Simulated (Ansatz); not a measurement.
Reactions of Cl₂FH₃Si₂ (`F[Si]([SiH3])(Cl)Cl`).

Calculated with Ansatz (gas phase, PBE0-D4/def2-TZVP geometries, no zero-point term in ΔE). CBS: MP2 limit from def2 TZ/QZ plus the TZ coupled-cluster correction, frozen cores. This one scheme is used for every species, atoms too. DFT in def2-TZVPP. Open shells (•) are unrestricted, without spin–orbit coupling. Spin–orbit coupling would lower the free atoms: a little for Cl, F, Si. Each species was taken in one conformer, which may not be the lowest.

| reaction | ωB97X-V (kJ/mol) | CCSD(T)/CBS(def2) (kJ/mol) |
| --- | --- | --- |
| `F[Si]([SiH3])(Cl)Cl` + SiH₄ → `F[Si]([SiH3])([SiH3])Cl` + HCl | 108 | 108 |
| `F[Si]([SiH3])(Cl)Cl` + H₂ → `F[SiH](Cl)Cl` + SiH₄ | -23 | -22 |
| `F[Si]([SiH3])(Cl)Cl` → `F[SiH](Cl)Cl` + `[SiH2]` | 247 | 234 |
| `F[Si]([SiH3])(Cl)Cl` + H₂ → `F[SiH]([SiH3])Cl` + HCl | 85 | 86 |
| `F[Si]([SiH3])(Cl)Cl` → `Cl[Si]Cl` + `F[SiH3]` | 174 | 160 |
| `F[Si]([SiH3])(Cl)Cl` + `BO` → `OB[Si](F)([SiH3])Cl` + HCl | 124 | 126 |
| `F[Si]([SiH3])(Cl)Cl` + H–F → `F[Si](F)([SiH3])Cl` + HCl | -49 | -45 |
| `F[Si]([SiH3])(Cl)Cl` + `[OH][AlH][SiH3]` → `[SiH3][O][AlH][SiH3]` + `F[SiH](Cl)Cl` | -106 | -109 |
| `F[Si]([SiH3])(Cl)Cl` + H–F → `F[Si](F)(Cl)Cl` + SiH₄ | -146 | -143 |
| `F[Si]([SiH3])(Cl)Cl` → 2 Cl• + F• + 3 H• + 2 Si• | 2644 | 2632 |

Largest T1 diagnostic: 0.014, for `[SiH2]`.
